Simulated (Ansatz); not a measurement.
`C[N](C)[Sn][OH]`. The species carries charge 0 and has multiplicity 1. Sn: def2 effective core potential.

Cartesian coordinates in Å:
```
C 0.618 0.086 -0.902
N -0.144 0.075 0.314
C 0.387 0.978 1.302
Sn -1.796 -1.031 0.762
O -1.930 -2.089 -0.911
H 0.679 1.098 -1.329
H 1.650 -0.261 -0.744
H 0.167 -0.556 -1.663
H 1.419 0.718 1.583
H -0.217 0.955 2.215
H 0.402 2.017 0.940
H -1.236 -1.990 -1.567
```

**Question.** List the harmonic frequencies (cm⁻¹, unscaled) at PBE0-D4/def2-TZVP in Ansatz. (Estimate.)

**Answer.** Ansatz gave: 46, 156, 180, 218, 249, 269, 301, 307, 522, 587, 697, 991, 1083, 1107, 1153, 1234, 1282, 1435, 1460, 1461, 1470, 1493, 1513, 2972, 2977, 3009, 3018, 3080, 3105, 3882.

**Question.** Is this a minimum?

**Answer.** Yes, all 30 modes are real.

**Question.** Give the ideal-gas thermochemistry at 298.15 K and 1 bar (rigid rotor, harmonic oscillator; point group C1, symmetry number 1).

**Answer.** Zero-point energy 246.8 kJ/mol; H(298) − E = 269.9 kJ/mol; entropy 371.9 J/(mol·K), of which translation 173.6, rotation 115.4, vibration 82.9; G(298) − E = 159.0 kJ/mol. Modes under 100 cm⁻¹ are hindered rotations or soft bends, so the harmonic entropy is rough.

**Question.** And at 400, 500, 600, 800 and 1000 K?

**Answer.** 
| T (K) | H − E (kJ/mol) | S (J/mol/K) | G − E (kJ/mol) |
| --- | --- | --- | --- |
| 400 | 282.6 | 408.5 | 119.3 |
| 500 | 297.1 | 440.6 | 76.8 |
| 600 | 313.1 | 469.8 | 31.2 |
| 800 | 349.3 | 521.7 | -68.0 |
| 1000 | 389.7 | 566.7 | -177.0 |
